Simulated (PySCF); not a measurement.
Mean polarisability (bohr³) of eight silicon and germanium compounds: PBE beside HF, computed with PySCF for isolated molecules in the bases named; differences from unrounded values. The eight are the first of their class met in an unordered collection, after screening for sound electronic states; none was chosen by its value. Each molecule has one DFT geometry for both levels.

| molecule | basis | HF | PBE | difference |
|---|---|---|---|---|
| B(Cl)(GeH3)2 (BClGe₂H₆), SMILES [GeH3][B](Cl)[GeH3] | def2-TZVP | 85.3 | 97.1 | 11.9 |
| Si(F)(NH2)3 (FH6N3Si), SMILES N[Si](N)(N)F | def2-TZVP | 40.6 | 47.3 | 6.7 |
| trichloro(chlorosilyl)silane (Cl4H2Si2), SMILES Cl[Si]([SiH2]Cl)(Cl)Cl | def2-TZVP | 89.2 | 100.5 | 11.4 |
| 2,2-difluoro-1-silylethanone (C2H4F2OSi), SMILES O=C([SiH3])C(F)F | def2-TZVP | 50.5 | 58.8 | 8.2 |
| C2H8FNSi2, SMILES F[Si@H]([SiH2]C=C)N | def2-TZVP | 79.5 | 89.5 | 10.0 |
| CH3FO3Si, SMILES O=CO[Si@@H](O)F | def2-TZVP | 37.4 | 44.4 | 6.9 |
| Si(F)(Br)(Me)(OH) (CH4BrFOSi), SMILES C[Si](O)(F)Br | def2-TZVP | 52.0 | 59.1 | 7.0 |
| Si(H)(F)(Me)(OMe) (C2H7FOSi), SMILES CO[SiH](C)F | def2-TZVP | 47.8 | 54.3 | 6.6 |

PBE lies below HF in 0 and above it in 8 of the eight; the mean signed difference is 8.6 and the largest 11.9 bohr³.
